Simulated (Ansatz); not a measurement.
A nudged elastic band was laid between two geometries of C2H7GaS (11 atoms, charge 0, multiplicity 1).

These are results of RKS PBE0-D4/def2-SVP (Ansatz 0.2.0), not measurements.

```json
{"movable images": "9", "climbing image": "yes", "spring": "5.0 eV/Å²", "optimiser": "quadratic models (default)", "start path": "through a guess of the saddle point", "force threshold": "0.05 eV/Å", "iteration limit": "48", "end points": "relaxed"}
```

Initial state:

```xyz
11
Properties=species:S:1:pos:R:3
Ga 0.107 -0.216 -0.216
S 1.164 -1.909 -1.192
C 0.654 0.314 1.594
H 1.533 -0.246 1.947
C -1.323 0.567 -1.310
H 1.993 -2.160 -0.156
H 0.888 1.390 1.625
H -0.173 0.142 2.302
H -1.004 0.666 -2.359
H -2.200 -0.100 -1.295
H -1.638 1.553 -0.939
```

Final state:

```xyz
11
Properties=species:S:1:pos:R:3
Ga -0.315 0.375 0.195
S 1.388 -1.593 -0.586
C 0.372 0.666 1.828
H 2.350 -0.960 0.122
C -1.327 0.576 -1.454
H 1.048 -2.381 0.457
H -0.076 1.403 2.502
H 1.157 0.042 2.265
H -0.665 0.837 -2.293
H -1.868 -0.348 -1.704
H -2.063 1.384 -1.331
```

Question: Which bonds break or form, and what moves?

Answer: Bonds broken: C3–H4. Bonds formed: S2–H4.

Question: Give the energies along the band, and the barrier.

Answer: The forces met the threshold. The highest image is number 8 of 0 to 10, 3.27 eV above the first end and 0.08 eV above the last; the last end lies 3.19 eV above the first. Neighbouring images differ by up to 1.6 eV, so the band resolves the path poorly. A vibrational analysis at the climbing image gives one clearly imaginary mode, 394i cm⁻¹: a first-order saddle point. The orbitals stay closed-shell, which can raise the energy where a bond breaks towards radicals; this wasn't checked here.

```json
{"image": "0", "path coordinate (Å)": "0.00", "energy (eV)": "0.00", "C3–H4 (Å)": "1.10", "S2–H4 (Å)": "3.57"}
{"image": "1", "path coordinate (Å)": "0.53", "energy (eV)": "0.00", "C3–H4 (Å)": "1.10", "S2–H4 (Å)": "3.59"}
{"image": "2", "path coordinate (Å)": "1.07", "energy (eV)": "0.00", "C3–H4 (Å)": "1.10", "S2–H4 (Å)": "3.63"}
{"image": "3", "path coordinate (Å)": "1.60", "energy (eV)": "0.00", "C3–H4 (Å)": "1.10", "S2–H4 (Å)": "3.71"}
{"image": "4", "path coordinate (Å)": "2.13", "energy (eV)": "0.03", "C3–H4 (Å)": "1.10", "S2–H4 (Å)": "3.55"}
{"image": "5", "path coordinate (Å)": "2.67", "energy (eV)": "0.23", "C3–H4 (Å)": "1.10", "S2–H4 (Å)": "3.11"}
{"image": "6", "path coordinate (Å)": "3.20", "energy (eV)": "0.78", "C3–H4 (Å)": "1.12", "S2–H4 (Å)": "2.54"}
{"image": "7", "path coordinate (Å)": "3.74", "energy (eV)": "2.39", "C3–H4 (Å)": "1.34", "S2–H4 (Å)": "1.95"}
{"image": "8", "path coordinate (Å)": "4.27", "energy (eV)": "3.27", "C3–H4 (Å)": "1.87", "S2–H4 (Å)": "1.46"}
{"image": "9", "path coordinate (Å)": "4.90", "energy (eV)": "3.22", "C3–H4 (Å)": "2.49", "S2–H4 (Å)": "1.36"}
{"image": "10", "path coordinate (Å)": "5.53", "energy (eV)": "3.19", "C3–H4 (Å)": "3.08", "S2–H4 (Å)": "1.35"}
```

Question: What is the geometry of the highest image?

Answer: 
```xyz
11
Properties=species:S:1:pos:R:3:forces:R:3
Ga -0.400 0.213 0.186 -0.01 -0.02 -0.02
S 1.493 -1.537 -0.489 0.00 0.01 0.02
C 0.655 0.541 1.653 -0.01 0.02 0.01
H 1.701 -0.435 0.446 0.01 0.00 -0.01
C -1.372 0.579 -1.460 0.02 0.00 0.01
H 1.168 -2.416 0.484 0.00 0.00 -0.01
H 0.471 1.439 2.260 0.02 -0.01 0.00
H 0.959 -0.317 2.269 -0.01 0.00 0.00
H -0.665 0.851 -2.257 -0.01 0.00 -0.01
H -1.921 -0.321 -1.774 0.00 0.01 -0.01
H -2.089 1.401 -1.318 0.00 0.00 0.00
```

The band took 14 iterations and roughly 12 core-minutes.

Run time: 6.1 min on 2 threads of Arm Neoverse V2 (shared host), peak memory 0.27 GiB.
